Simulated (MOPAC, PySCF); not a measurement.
Tautomers of CC(C)=N. Gas-phase values, no solvent. One relaxed conformer stands for each flexible species; it need not be the lowest. Strings in code marks are SMILES.

Quantity: vertical ionisation energy (energy after one electron is removed minus that of the parent at the parent's geometry), in eV.

Level 1: PBE-D3(BJ)/def2-TZVP // PBE0-D3(BJ)/def2-TZVP (PySCF)
Level 2: PBE/6-31G* // PBE0-D3(BJ)/def2-TZVP (PySCF)
Level 3: minus the HOMO energy of PM3 // PBE0-D3(BJ)/def2-TZVP (MOPAC)
Level 4: minus the HOMO energy of PM6 // PBE0-D3(BJ)/def2-TZVP (MOPAC)

```
species    level 1  level 2  level 3  level 4
---------  -------  -------  -------  -------
`CC(C)=N`     9.54     9.36    10.24    10.25
`C=C(C)N`     8.05     7.78     8.55     8.67
```
